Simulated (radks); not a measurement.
The numbers below are computed, except where a source is named.
Coulomb parameter of the 4f shell of the europium ion Eu2+ in the model configuration [Xe] 4f6 6s1, as a second difference U = [E(n + 0.5) + E(n - 0.5) - 2 E(n)] / (0.5)^2 with all orbitals relaxed. "Bare": the charge of the atom changes with n. "Screened": the 6s shell takes up the change at fixed total charge, which measures U(4f,4f) + U(6s,6s) - 2 U(4f,6s). Level of theory: scalar-relativistic Kohn-Sham, LDA (Slater exchange, Perdew-Wang correlation), spin-unpolarised, spherical densities, finite nucleus; Fermi nuclear charge, rms radius 5.1115 fm (a radial shooting solver on a logarithmic mesh with Libxc functionals).

| case | configuration | E - E(n) (eV) |
|---|---|---|
| start | [Xe] 4f6 6s1 | 0.000 |
| bare +0.5 | [Xe] 4f6.5 6s1 | -10.379 |
| bare -0.5 | [Xe] 4f5.5 6s1 | 14.721 |
| screened +0.5 | [Xe] 4f6.5 6s0.5 | -3.469 |
| screened -0.5 | [Xe] 4f5.5 6s1.5 | 5.287 |

U(bare) = 17.369 eV, U(screened by 6s) = 7.273 eV, against the Slater integral F0(4f,4f) = 28.783 eV with frozen orbitals.
